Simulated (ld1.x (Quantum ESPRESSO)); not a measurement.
Before and after: TM potential for La (Z = 57)

* Element: lanthanum
* Generator: ld1.x (Quantum ESPRESSO) 7.5
* Type: norm-conserving Troullier–Martins (Kleinman–Bylander form)
* Functional: PW91
* Relativity: fully relativistic
* Frozen core: [Xe]
* Valence charge: 3
* Reference configuration: 4f0 5d1 6s1.75 6p0.25
* Partial waves: 6p (bound): rc 3.75 bohr; 5d (bound): rc 3.65 bohr; 4f (bound, empty): rc 0.85 bohr; 6s (bound): rc 2.90 bohr
* Local potential: the s channel
* Core correction: a·sin(br)/r model core inside 0.70 bohr

Open shells are filled in proportion to 2j + 1 (rel_dist='average').

All-electron outer shells of the reference configuration (PW91, scalar-relativistic, ld1.x):

```tsv
shell	level (eV)	outermost node (bohr)	outermost maximum (bohr)
5s	-39.27	0.77	1.41
5p	-22.72	0.83	1.58
4f	-4.70	–	0.75
6s	-3.88	1.86	3.79
5d	-3.35	0.95	2.21
6p	-1.51	2.20	4.93
```

Change: wave 6p (bound): rc 3.75 bohr becomes 6p (bound): rc 2.68 bohr.

Cutoffs: the cutoffs (Ry, on a coarse ladder) from which the occupation-weighted sum of valence levels, in a spherical-Bessel basis at the reference potential, stays within 10 and 1 mRy of its value at 400 Ry; they do not see the model core or the augmentation charge, which bear on the density cutoff. Errors are all-electron minus pseudo energies relative to the spin-unpolarised reference configuration.

**Question.** How do hardness, ghosts and transferability respond?

**Answer.** The potential gets harder (10 Ry and 18 Ry → 55 Ry and 80 Ry); a bound ghost appears in p, which as a rule spoils a file; of the 7 tests that both files solve, the error grows in 1 and shrinks in 2 by more than 15 % and 0.3 meV (median size 21.6 → 37.7 meV). A smaller radius makes the pseudo-wave follow the all-electron one further in, where it bends more sharply, so more plane waves are needed.

```csv
quantity,base,changed
"cutoff, loose",10 Ry,55 Ry
"cutoff, tight",18 Ry,80 Ry
loose cutoff by channel (10 mRy a level),"p 6 Ry, d 10 Ry, s 8 Ry","p 70 Ry, d 10 Ry, s 8 Ry"
bound ghosts,none,"p3/2, p1/2"
"error for 4f0 5d1 6s2 6p0, meV [ΔE -0.59 eV]",-0.2,-0.5
"error for 4f0 5d1 6s1 6p0, meV [ΔE 5.42 eV]",+0.8,+0.4
"error for 4f0 5d1 6s0 6p0, meV [ΔE 16.33 eV]",-52,-57
"error for 4f1 5d0 6s1 6p0, meV [ΔE 5.69 eV]",-1323,-1245
"error for 4f0 5d2 6s1 6p0, meV [ΔE 0.21 eV]",-42,-38
"error for 4f0 5d0 6s2 6p0, meV [ΔE 5.84 eV]",+4.3,+0.8
"error for 4f0 5d1 6s0 6p2, meV [ΔE 4.28 eV]",-22,-40
```

Base: The cutoffs count occupied waves only; the empty 4f level needs 300 Ry at the loose tolerance. These tests converged, but a pseudo level misses the all-electron one widely, so the file describes the atom poorly there or has found another state: 4f1 5d0 6s1 6p0: 4f by 2.3 eV. Changed file: The cutoffs count occupied waves only; the empty 4f level needs 300 Ry at the loose tolerance. These tests converged, but a pseudo level misses the all-electron one widely, so the file describes the atom poorly there or has found another state: 4f1 5d0 6s1 6p0: 4f by 2.3 eV (a node warning on the way). A true bound ghost makes a file unfit for plane-wave use even where its test errors are small: the radial tests pick states by their node count and pass the ghost by.
